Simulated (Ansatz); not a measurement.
Molecular dynamics of CH$_{8}$F$_{2}$Si

The input (input.yaml):

```yaml
crystal:
  periodic: [false, false, false]
  atoms:
    - { symbol: Si, position_ang: [-0.7905, -0.477, -0.7764] }
    - { symbol: C, position_ang: [-0.084, 0.0215, 1.2177] }
    - { symbol: H, position_ang: [0.2034, -1.1668, -1.5952] }
    - { symbol: H, position_ang: [-1.5275, -1.6679, -0.2628] }
    - { symbol: H, position_ang: [-1.8847, 0.4254, -1.086] }
    - { symbol: H, position_ang: [1.3373, 0.9738, -1.058] }
    - { symbol: F, position_ang: [0.2265, 1.0994, -1.4832] }
    - { symbol: H, position_ang: [1.0208, 0.1024, 0.3713] }
    - { symbol: F, position_ang: [2.0127, 0.4648, -0.2098] }
    - { symbol: H, position_ang: [0.1922, 1.0233, 1.5554] }
    - { symbol: H, position_ang: [0.4188, -0.7408, 1.8133] }
    - { symbol: H, position_ang: [-1.1249, -0.0582, 1.5137] }
magnetization:
  spin_polarized: true
basis:
  gaussian: { orbitals: STO-3G }
hamiltonian:
  xc: pbe
  dispersion: d4
md:
  timestep: 0.5
  n_steps: 150
  ensemble: nve
  temperature: 100.0
  initial_velocities: maxwell_boltzmann
  seed: 195579
```

Command:

```bash
$ ansatz run input.yaml --threads 1 --pin off --max-ram 2048MiB --backend cpu --events-out ev --progress --plain --runs-dir out
```

It starts from a rough guess of a transition structure, not a stationary point.

Output, in part (step lines, the closing report, with atoms numbered from 0):

```
md step     0: t =     0.00 fs  T =   100.0 K  F+E_penalty+E_count = -14280.63290026 eV  E_kin = 0.129260 eV  conserved = -14280.50364026 eV  (24 SCF iters)
md step     1: t =     0.50 fs  T =   104.4 K  F+E_penalty+E_count = -14280.63841381 eV  E_kin = 0.134945 eV  conserved = -14280.50346852 eV  (22 SCF iters)
md step     2: t =     1.00 fs  T =   132.5 K  F+E_penalty+E_count = -14280.67479642 eV  E_kin = 0.171281 eV  conserved = -14280.50351547 eV  (23 SCF iters)
md step     3: t =     1.50 fs  T =   183.5 K  F+E_penalty+E_count = -14280.74114258 eV  E_kin = 0.237172 eV  conserved = -14280.50397065 eV  (28 SCF iters)
md step     4: t =     2.00 fs  T =   251.6 K  F+E_penalty+E_count = -14280.83022459 eV  E_kin = 0.325269 eV  conserved = -14280.50495567 eV  (27 SCF iters)
md step     5: t =     2.50 fs  T =   325.3 K  F+E_penalty+E_count = -14280.92691265 eV  E_kin = 0.420475 eV  conserved = -14280.50643806 eV  (27 SCF iters)
md step     6: t =     3.00 fs  T =   387.5 K  F+E_penalty+E_count = -14281.00910046 eV  E_kin = 0.500918 eV  conserved = -14280.50818237 eV  (27 SCF iters)
[... lines left out ...]
Total energy: -14281.30964577 eV, -524.8284492626 hartree
Atom 0 at    -1.006501    -0.680973    -0.682796 Å, force     1.062228     0.710280     0.327537 eV/Å
Atom 1 at    -0.693237     0.105868     0.957882 Å, force    -0.657191     0.040653     1.384738 eV/Å
Atom 2 at     0.182333    -1.380358    -1.149907 Å, force     0.023257     0.297181    -0.687209 eV/Å
Atom 3 at    -1.758581    -1.787336    -0.173168 Å, force    -0.620452    -0.745629    -0.160636 eV/Å
Atom 4 at    -1.953402     0.086427    -1.447143 Å, force     0.025426     0.068517    -0.749204 eV/Å
Atom 5 at     1.332231     0.987095    -0.953806 Å, force    -0.259943     0.112042    -0.088427 eV/Å
Atom 6 at     0.349134     1.243888    -1.163585 Å, force     0.047056    -0.564122    -0.322833 eV/Å
Atom 7 at     2.246336     0.008421     0.362312 Å, force     1.249018     1.674807    -2.430109 eV/Å
Atom 8 at     2.628511     0.587115    -0.473687 Å, force    -1.409987    -1.746479     2.494221 eV/Å
Atom 9 at    -0.318349     1.141998     1.043092 Å, force    -0.033859    -0.214001    -0.319331 eV/Å
Atom 10 at    -0.058727    -0.561845     1.548349 Å, force     0.441583    -0.046648     0.290404 eV/Å
Atom 11 at    -1.676650     0.046006     1.459540 Å, force     0.132866     0.413399     0.260850 eV/Å
Dipole moment:     0.565295    -0.035631     0.175635 e Å
```

The steps, from the saved trajectory:

```
time (fs)  T (K)  potential energy less start (eV)  conserved less start (meV/atom)
      0.0    100                             0.000                             0.00
      2.5    325                            -0.294                            -0.23
      5.0    271                            -0.223                            -0.12
      7.5    442                            -0.447                            -0.42
     10.0    422                            -0.418                            -0.18
     12.5    384                            -0.367                             0.00
     15.0    589                            -0.640                            -0.68
     17.5    407                            -0.400                            -0.18
     20.0    543                            -0.576                            -0.29
     22.5    447                            -0.449                             0.02
     25.0    698                            -0.779                            -0.45
     27.5    635                            -0.695                            -0.23
     30.0    713                            -0.797                            -0.35
     32.5    618                            -0.671                            -0.17
     35.0    699                            -0.776                            -0.21
     37.5    578                            -0.617                             0.04
     40.0    752                            -0.848                            -0.44
     42.5    609                            -0.659                            -0.13
     45.0    830                            -0.951                            -0.55
     47.5    579                            -0.617                             0.22
     50.0    868                            -1.001                            -0.69
     52.5    488                            -0.499                             0.25
     55.0    755                            -0.854                            -0.60
     57.5    417                            -0.406                             0.31
     60.0    788                            -0.899                            -0.79
     62.5    526                            -0.551                             0.04
     65.0    805                            -0.917                            -0.48
     67.5    569                            -0.604                             0.19
     70.0    718                            -0.804                            -0.43
     72.5    494                            -0.511                            -0.12
     75.0    619                            -0.677                            -0.49
```

The run went to its last step. The conserved energy stayed within 0.8 meV per atom of its start (net change -0.49 meV per atom), so the integration is sound. The system heated up, since it started high on the potential surface and ran downhill. A run of 0.075 ps of so small a system gives no equilibrium averages. The orbitals stay closed-shell, which can raise the energy where a bond breaks towards radicals; this wasn't checked here. Limits of this set-up: minimal basis.

The step under study would form Si1–F7, H6–F9, C2–H8 and break Si1–C2, H6–F7, H8–F9. These pairs go: Si1–F7 2.00 → 2.40 Å, H6–F9 1.20 → 1.44 Å, C2–H8 1.39 → 3.00 Å, Si1–C2 2.17 → 1.85 Å, H6–F7 1.20 → 1.04 Å, H8–F9 1.21 → 1.09 Å. In the last frame they stand as before the step (other bonds may differ from the relaxed reactants and products). These pairs come and go: their bonding changes 20 times, last at 74 of 75 fs, so the outcome isn't settled. It ends as CH6Si + FH + FH. Pairs count as bonded within 1.25 times the sum of covalent radii (0.12 Å more for H–H).

Last frame:

```xyz
12
Properties=species:S:1:pos:R:3
Si -1.006 -0.681 -0.683
C -0.693 0.106 0.958
H 0.182 -1.380 -1.150
H -1.759 -1.787 -0.173
H -1.953 0.086 -1.447
H 1.332 0.987 -0.954
F 0.349 1.244 -1.164
H 2.246 0.008 0.362
F 2.628 0.587 -0.474
H -0.318 1.142 1.043
H -0.059 -0.562 1.548
H -1.677 0.046 1.460
```

The run took 7 min on 1 thread of Arm Neoverse V1, with other jobs on the host, peak memory 0.11 GiB.
